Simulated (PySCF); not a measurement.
Geometry (Å), atoms numbered from 1 in this order:
```xyz
20

C    -4.701    0.241   -0.192
C    -3.546    0.501    0.017
Si   -1.766    0.914    0.352
Si   -0.536   -0.830   -0.534
C     1.054   -0.337   -1.499
C     1.886   -0.541   -0.217
C     1.954    0.762    0.506
O     0.992    1.426    0.813
O     3.197    1.152    0.798
C     0.921   -1.466    0.548
H    -5.712    0.010   -0.377
H    -1.543    2.211   -0.298
H    -1.673    1.046    1.810
H    -1.210   -1.960   -1.203
H     1.143    0.661   -1.923
H     1.354   -1.051   -2.262
H     2.895   -0.929   -0.365
H     3.190    2.003    1.265
H     0.914   -1.296    1.623
H     1.182   -2.508    0.377
```

[PySCF 2.14: geometry from GFN2-xTB; shielding tensors at PBE0/pcSseg-1 (GIAO); relativity neglected; gas phase; one computed conformer; equivalent nuclei averaged]

Referencing at the same level of theory: $^{13}$C (σref 186.93) and $^{1}$H (σref 31.72) and $^{29}$Si (σref 349.16) against TMS; $^{17}$O (σref 336.08) vs H2O.

```json
{"atoms": "Si4", "nucleus": "$^{29}$Si", "count": "1", "Hirshfeld charge": "0.28", "δ (ppm)": "?"}
{"atoms": "C2", "nucleus": "$^{13}$C", "count": "1", "Hirshfeld charge": "-0.17", "δ (ppm)": "89.0"}
{"atoms": "H15/H19", "nucleus": "$^{1}$H", "count": "2", "Hirshfeld charge": "0.03", "δ (ppm)": "?"}
{"atoms": "H12/H13", "nucleus": "$^{1}$H", "count": "2", "Hirshfeld charge": "-0.07", "δ (ppm)": "?"}
{"atoms": "H14", "nucleus": "$^{1}$H", "count": "1", "Hirshfeld charge": "-0.08", "δ (ppm)": "5.27"}
{"atoms": "H16/H20", "nucleus": "$^{1}$H", "count": "2", "Hirshfeld charge": "0.04", "δ (ppm)": "1.87"}
{"atoms": "C6", "nucleus": "$^{13}$C", "count": "1", "Hirshfeld charge": "-0.04", "δ (ppm)": "?"}
{"atoms": "O8", "nucleus": "$^{17}$O", "count": "1", "Hirshfeld charge": "-0.22", "δ (ppm)": "394.4"}
{"atoms": "O9", "nucleus": "$^{17}$O", "count": "1", "Hirshfeld charge": "-0.16", "δ (ppm)": "?"}
{"atoms": "C5/C10", "nucleus": "$^{13}$C", "count": "2", "Hirshfeld charge": "-0.16", "δ (ppm)": "17.2"}
{"atoms": "Si3", "nucleus": "$^{29}$Si", "count": "1", "Hirshfeld charge": "0.25", "δ (ppm)": "-101.3"}
{"atoms": "H11", "nucleus": "$^{1}$H", "count": "1", "Hirshfeld charge": "0.09", "δ (ppm)": "1.85"}
{"atoms": "C1", "nucleus": "$^{13}$C", "count": "1", "Hirshfeld charge": "-0.10", "δ (ppm)": "103.1"}
{"atoms": "H18", "nucleus": "$^{1}$H", "count": "1", "Hirshfeld charge": "0.19", "δ (ppm)": "6.12"}
{"atoms": "H17", "nucleus": "$^{1}$H", "count": "1", "Hirshfeld charge": "0.04", "δ (ppm)": "3.36"}
{"atoms": "C7", "nucleus": "$^{13}$C", "count": "1", "Hirshfeld charge": "0.23", "δ (ppm)": "189.8"}
```

Q: Estimate the values marked ?.

A: 
- C6: 41.7 ppm, sp3 CH α to a carbonyl; α to the electron-withdrawing carbonyl group
- H12/H13: 4.67 ppm, hydrogen on a silicon bonded to C, Si
- H15/H19: 1.09 ppm, hydrogen on an sp3 CH2 bonded to Si
- Si4: -22.7 ppm, silicon bonded to 2 C, Si, H, in a 4-membered ring
- O9: 216.0 ppm, acid hydroxyl oxygen

Exchangeable OH/NH protons stand at their gas-phase positions; hydrogen bonding in a real sample shifts them, mostly to higher δ. Shifts are as computed. Against solution values, carbons near 30 ppm lie about +3 ppm off and those near 130 ppm about +5 ppm. Of 1211 compounds with measured shifts, 218 miss one by over three times the rms of a fit or turn the order of signals round; such compounds aren't used in these exercises. In solution the two oxygens of a carboxylic acid exchange roles by proton transfer and give one 17O line. Hydrogen bonding in solution shields acid and N–H amide carbonyl oxygens by tens of ppm. The C=O carbon of an acid or of an amide with N–H lies up to 10 ppm further downfield in solution, through hydrogen bonding that the calculation lacks. Unscaled 17O shifts of doubly bonded oxygen tend to come out too high, by tens of ppm or more. Experimental scales use liquid or dissolved standards, which lie at an offset from isolated H2O (liquid H2O: subtract about 36 ppm).
